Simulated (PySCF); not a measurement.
**Potential energy of RbTl along the bond**

Set-up: basis Rb def2-SVPD with ECP28, Tl def2-SVPD with ECP60; scalar-relativistic core potentials; PySCF 2.14. Energies in eV from Rb + Tl in their ground configurations at the same level. State: ¹Σ⁺ (singlet), closed shell.

Curves on a restricted Hartree–Fock reference rise too fast on stretching and do not dissociate correctly.

```tsv
R (Å)	LC-ωPBE	PBE	RHF-CCSD	BLYP
3.390	0.0052	-0.4037		-0.3793
3.548	-0.1117	-0.5174	-0.2525	-0.4976
3.705	-0.1732	-0.5811	-0.3194	-0.5652
3.824	-0.1920	-0.6047	-0.3449	-0.5913
3.942	-0.1930	-0.6126	-0.3546	-0.6016
4.060	-0.1798	-0.6083	-0.3521	-0.5997
4.218	-0.1458	-0.5885	-0.3347	-0.5829
4.415	-0.0841	-0.5479	-0.2975	-0.5461
4.652	0.0083	-0.4850	-0.2394	-0.4880
4.967	0.1490	-0.3896		-0.3998
```

Put a parabola through the three lowest points of the LC-ωPBE curve and estimate Re, k and ωe (reduced mass 60.04 u; 1 eV/Å² = 0.16022 mdyn/Å; ωe = 1302.8·√(k/μ) cm⁻¹).

Through R = 3.824, 3.942, 4.06 Å the second-order coefficient is 0.510 eV/Å², so Re ≈ 3.891 Å, k ≈ 0.163 mdyn/Å and ωe ≈ 68 cm⁻¹. A polynomial fit of higher order to the unrounded LC-ωPBE energies gives Re = 3.889 Å, k = 0.179 mdyn/Å, ωe = 71.0 cm⁻¹; anharmonicity and rounding make the difference.

The higher-order fit for each curve: LC-ωPBE: Re = 3.889 Å, ωe = 71.0 cm⁻¹, De = 0.194 eV; PBE: Re = 3.955 Å, ωe = 61.7 cm⁻¹, De = 0.61 eV; RHF-CCSD: Re = 3.973 Å, ωe = 60.4 cm⁻¹, De = 0.355 eV; BLYP: Re = 3.979 Å, ωe = 60.4 cm⁻¹, De = 0.60 eV.

Correlated steps freeze 4 core orbitals. Closed-shell solutions of metal pairs were not tested for spin polarisation, which can lower them a little. Correlated levels converge slowly with the basis: in double zeta they bind strong bonds too weakly, by up to about 1 eV, and carry superposition errors of some tenths. Spin–orbit coupling is left out, which matters for elements this heavy, above all for dissociation energies. Where the molecule has an RHF reference, its open-shell atoms are computed with UHF.
